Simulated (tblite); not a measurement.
Compound: C8H15P.
Cartesian coordinates in Å at the GFN2-xTB level; atoms count from 1:
```
atom  x, y, z in Å
C1    -2.8746    1.5826   -0.1346
C2    -2.2819    0.5206    0.3968
P3    -0.8208   -0.3367   -0.3022
C4    -0.8377   -1.6860   -1.3507
C5     0.1411   -0.7408    1.1983
C6     1.5739   -1.0626    0.7897
C7     2.2551    0.1283    0.1196
C8     1.6095    0.4818   -1.2183
C9     0.1829    0.9941   -1.0506
H10   -2.4141    2.1509   -0.9263
H11   -3.8249    1.9471    0.2223
H12   -2.7832   -0.0564    1.1702
H13   -1.3538   -1.4432   -2.2798
H14   -1.2995   -2.5464   -0.8664
H15    0.1052    0.1120    1.8832
H16   -0.3213   -1.6012    1.6903
H17    2.1460   -1.3613    1.6725
H18    1.5576   -1.9026    0.0922
H19    2.2170    0.9944    0.7869
H20    3.3064   -0.1153   -0.0493
H21    2.2113    1.2421   -1.7237
H22    1.5870   -0.4100   -1.8482
H23   -0.2434    1.2506   -2.0241
H24    0.1505    1.8778   -0.4068
```

Computed values, GFN2-xTB/tblite, gas phase, harmonic and unscaled. Against measured fundamentals such values can be off by several per cent, at times by over 20. One conformer, not necessarily the lowest.

Harmonic wavenumbers (cm⁻¹): 79.3, 113.3, 136.6, 178.9, 192.2, 233.2, 256.6, 297.7, 317.8, 346.1, 373.1, 391.7, 492.8, 526.2, 630.8, 708.8, 714.0, 758.8, 765.8, 813.3, 869.6, 879.8, 880.9, 922.4, 924.6, 966.4, 977.5, 982.5, 997.0, 1020.7, 1043.9, 1076.0, 1128.4, 1145.9, 1175.1, 1211.9, 1232.2, 1236.2, 1268.1, 1278.8, 1338.8, 1349.5, 1354.7, 1394.4, 1399.1, 1424.3, 1430.0, 1463.0, 1474.7, 1492.6, 1629.2, 2929.3, 2936.6, 2941.1, 2943.6, 2946.1, 2950.9, 2956.2, 2956.9, 2959.9, 2980.2, 2982.6, 2984.2, 2988.3, 3083.6, 3108.7.

A = 2194, B = 1044, C = 975.8 MHz; mass 142.091 u (most abundant isotopes); point group C1, symmetry number 1.

Problem. What is the zero-point energy?

Solution. Half the sum of the wavenumbers: 44972 cm⁻¹ = 128.58 kcal/mol.

Problem. What is S at 200 K and 1 bar for an ideal gas of classical rigid rotors and harmonic oscillators?

Solution. Translation 38.81, rotation 28.16, vibration 17.30: S = 84.3 cal/(mol K).

Problem. And Cp and H(200 K) − H(0)?

Solution. Cp = 30.91 cal/(mol K), of which vibrations give 22.96 (their classical limit is 66 R = 131.2); H(200 K) − H(0) = 3.69 kcal/mol without the zero-point energy, 2.10 from vibrations.

Problem. What must be added to the electronic energy to get the Gibbs energy at 200 K and 1 bar?

Solution. ZPE + [H(200 K) − H(0)] − T·S = 128.58 + 3.69 − 16.86 = 115.41 kcal/mol.

Problem. How do the functions run with temperature in this model?

Solution. 
| T (K) | S (cal/(mol K)) | Cp (cal/(mol K)) | H − H(0) (kcal/mol) | G − H(0) (kcal/mol) | ln q(vib) |
| --- | --- | --- | --- | --- | --- |
| 100 | 67.6 | 18.6 | 1.21 | -5.55 | 1.00 |
| 300 | 99.3 | 44.1 | 7.43 | -22.35 | 6.17 |
| 500 | 127.8 | 68.5 | 18.80 | -45.09 | 12.01 |
| 800 | 165.5 | 92.0 | 43.18 | -89.25 | 20.90 |
| 1000 | 187.2 | 102.3 | 62.66 | -124.57 | 26.55 |

q(vib) and H(0) count from the zero-point level.

Problem. Which modes carry the vibrational entropy at 200 K?

Solution. 79.3 cm⁻¹: 3.13; 113.3 cm⁻¹: 2.45; 136.6 cm⁻¹: 2.10; 178.9 cm⁻¹: 1.62; 192.2 cm⁻¹: 1.49; 233.2 cm⁻¹: 1.18 cal/(mol K); the other 60 give 5.34 together.

Problem. Blend soft modes into free rotors: weight 1/[1 + (100 cm⁻¹/ν̃)⁴] for the oscillator and the rest for a rotor with moment μB/(μ + B), μ = h/(8π²ν), B = 10⁻⁴⁴ kg m². What vibrational entropy results?

Solution. 17.05 cal/(mol K) in place of 17.30, which changes −T·S at 200 K by +0.05 kcal/mol.

Hindered rotation and anharmonicity are outside this model. Other conformers, if any are populated, would add a mixing term that is left out. The structure is chiral; the term R ln 2 for an equal mix with its mirror image is left out.

Hardware: Arm Neoverse V2, one thread, shared host. Cost: 0.98 s. The figure is for the frequency step alone.
